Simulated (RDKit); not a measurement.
Input for RDKit: UFF on H7ISi2 (a complex), monomers drawn apart or pushed together.

```python
from rdkit import Chem
from rdkit.Chem import AllChem, rdDetermineBonds

blocks = [
'''2

I    -0.61206319   -0.35477476   -0.57036527
H     0.32422235   -0.25240651    0.74339824
''',
'''8

Si   -0.20187411    0.23535660    6.19895401
Si    0.29252241    0.41852725    8.48311690
H    -1.02111004   -0.96999437    5.92989106
H     1.05696604    0.12173009    5.41656535
H    -0.93489366    1.43080915    5.71933066
H    -0.96017374    0.53720269    9.26782972
H     1.12702450    1.61896729    8.73093495
H     1.03274146   -0.78114046    8.94345101
''',
]
mol = None
for b in blocks:
    f = Chem.MolFromXYZBlock(b)
    rdDetermineBonds.DetermineBonds(f, charge=0)
    mol = f if mol is None else Chem.CombineMols(mol, f)
Chem.SanitizeMol(mol)
print(Chem.MolToSmiles(Chem.RemoveHs(mol)))
ff = AllChem.UFFGetMoleculeForceField(mol, vdwThresh=100.0, ignoreInterfragInteractions=False)
e = ff.CalcEnergy()
print(f'UFF energy {e:.6f} kcal/mol')
```

Output:

```
I.[SiH3][SiH3]
UFF energy 3.395331 kcal/mol
```

The run finished.

Cost: about 0.010 core-seconds (a rough figure).
